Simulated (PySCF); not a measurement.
## Computed properties of AlF₂Cl, SMILES [Cl][Al]([F])[F]

AlF₂Cl, SMILES [F][Al]([F])[Cl]. Coordinates come from a PBE0-D3(BJ)/def2-SVP optimisation. Other conformers were not sampled. All values are computed for the isolated molecule unless a solvent is named; none is compared with measurement here.

**Structure.** The optimised structure has C2v symmetry. All 6 harmonic modes at PBE0-D3(BJ)/def2-SVP (PySCF) are real, so it is a minimum. With heavy atoms numbered as in [Al:1]([F:2])([F:3])[Cl:4], the shortest bond between them is Al1–F2 at 1.646 Å and the longest Al1–Cl4 at 2.066 Å.

**Vibrations.** The strongest infrared lines (harmonic, unscaled, degenerate partners summed) lie at 853 cm⁻¹ (162 km/mol, F 53 %, Al 43 %), 982 cm⁻¹ (129 km/mol, Al 52 %, F 48 %), 264 cm⁻¹ (101 km/mol, Al 70 %, F 25 %). The softest mode is at 188 cm⁻¹ and the zero-point energy is 4.3 kcal/mol.

**Electronic structure.** CAM-B3LYP/def2-TZVPD (PySCF) places the frontier levels at -11.43 and -0.93 eV, a gap of 10.50 eV, and gives a dipole moment of 0.54 D and a mean polarisability of 34.7 bohr³.

**Excitations.** TDDFT-PBE0/def2-SVPD (PySCF) has S1 at 7.00 eV (177 nm, f = 0.022, weak); the most intense of the 10 singlets computed lies at 8.95 eV (f = 0.27). T1 (TDA) is at 6.72 eV. No vertical singlet excitation falls in the visible range (under 3.1 eV).

**NMR.** GIAO shifts at HF/pcSseg-2 (PySCF) (non-relativistic, atoms alike by connectivity averaged): ¹⁹F at -154.6 ppm against CFCl3. Without spin–orbit terms, shifts of atoms bonded to Cl or Br come out too high.
